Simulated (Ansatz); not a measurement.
Ansatz (a program for electronic structure) input (CCSD(T)/cc-pCVTZ): A basis named .json is the Basis Set Exchange file of that set (core-valence sets with the plain set on hydrogen).

Ansatz 0.2 input:
```yaml
crystal:
  periodic: [false, false, false]
  atoms:
    - {symbol: Cl, position_ang: [0.00000000, 0.00000000, 0.00000000]}
basis:
  gaussian:
    orbitals: cc-pCVTZ.json
magnetization: {spin_polarized: true, initial_magnetization: 1}
correlation: {method: ccsd_t, frozen_orbitals: {Cl: 1}}
scf: {lower_state_search: full}
```

Output:

```
Functional definition: HF
integrals: 0.04 GiB planned
373 factors; integrals over basis functions are off by at most 1.3e-4 eV
mean field: 0.10 GiB planned
mean field evaluation 1: about -12503.0181 eV, gradient 6.2e0 eV
mean field evaluation 2: about -12503.0204 eV, gradient 6.2e0 eV
mean field evaluation 4: about -12503.2365 eV, gradient 6.1e-1 eV
mean field evaluation 8: about -12503.2411 eV, gradient 4.8e-3 eV
mean field evaluation 16: about -12503.2379 eV, gradient 6.7e-1 eV
mean field evaluation 32: about -12503.2410 eV, gradient 3.6e-3 eV
mean field evaluation 64: about -12503.2411 eV, gradient 9.4e-3 eV
mean field evaluation 96: about -12503.0199 eV, gradient 6.3e0 eV
mean field -12503.24105184 eV, -459.4856336541 hartree, gradient 4.8e-6 eV, S^2 0.759755; 6 other end points of the search recorded, 0 dependent functions left out
1 core orbitals not correlated
reference -12503.24105184 eV, -459.4856336541 hartree; 8, 7 occupied and 50, 51 virtual orbitals, 373 factors
second order -12.55498143 eV of doubles, -0.00000000 eV of singles
coupled cluster: 0.15 GiB planned
cycle   1  -12.96886849 eV  change   -4.1e-1 eV  update   3.9e-2
cycle   2  -13.12689868 eV  change   -1.6e-1 eV  update   1.2e-2
cycle   3  -13.12990343 eV  change   -3.0e-3 eV  update   3.0e-3
cycle   4  -13.12949284 eV  change    4.1e-4 eV  update   6.4e-4
cycle   5  -13.12966863 eV  change   -1.8e-4 eV  update   1.2e-4
cycle   6  -13.12962237 eV  change    4.6e-5 eV  update   3.1e-5
cycle   7  -13.12963293 eV  change   -1.1e-5 eV  update   8.4e-6
perturbative correction -0.21699883 eV, -0.0079745598 hartree
Total energy: -12516.58768360 eV, -459.9761133244 hartree
```
